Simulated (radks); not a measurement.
Values are calculated unless marked as measured or tabulated.
P I, configuration [Ne] 3s2 3p3.

Level of theory: scalar-relativistic Kohn-Sham, r2SCAN, spin-polarised, spherical densities, finite nucleus; open shells are filled with parallel spins first; meta-GGA in the generalised Kohn-Sham scheme; Fermi nuclear charge, rms radius 3.1889 fm (a radial shooting solver on a logarithmic mesh with Libxc functionals).

Energy parts (hartree):
| part | energy |
|---|---|
| total | -342.10912 |
| kinetic | 343.20562 |
| electron-nucleus | -815.94979 |
| Hartree | 153.86917 |
| exchange-correlation | -23.23413 |

Orbitals (lengths in bohr, moments of r in powers of bohr):
| orbital | occ. | eigenvalue (hartree) | <r^4> | <1/r> |
|---|---|---|---|---|
| 1s up | 1 | -77.03053 | 0.0005422 | 14.65 |
| 1s down | 1 | -77.01498 | 0.0005417 | 14.65 |
| 2s up | 1 | -6.54051 | 0.1871 | 2.836 |
| 2s down | 1 | -6.53090 | 0.1860 | 2.832 |
| 2p up | 3 | -4.65217 | 0.1912 | 2.713 |
| 2p down | 3 | -4.63368 | 0.1888 | 2.710 |
| 3s up | 1 | -0.57634 | 29.96 | 0.7114 |
| 3s down | 1 | -0.44200 | 32.44 | 0.7100 |
| 3p up | 3 | -0.24565 | 74.15 | 0.5811 |
| 3p down | 0 | -0.11928 | 86.50 | 0.5691 |

The highest occupied level is 3p up at -6.684 eV. The spin density at the nucleus is -0.0304 e/bohr^3 (1s -0.2869, 2s 0.3140, 3s -0.0575). The electron density at the nucleus is 2390 e/bohr^3 (large components only). Spin moment in Bohr magnetons: 3. Summed over all electrons, <r^2> = 29.95 bohr^2, which gives a Langevin (diamagnetic) susceptibility term of -23.7 x 10^-6 cm^3/mol. The density falls to 0.001 e/bohr^3 at r = 4.21 bohr.
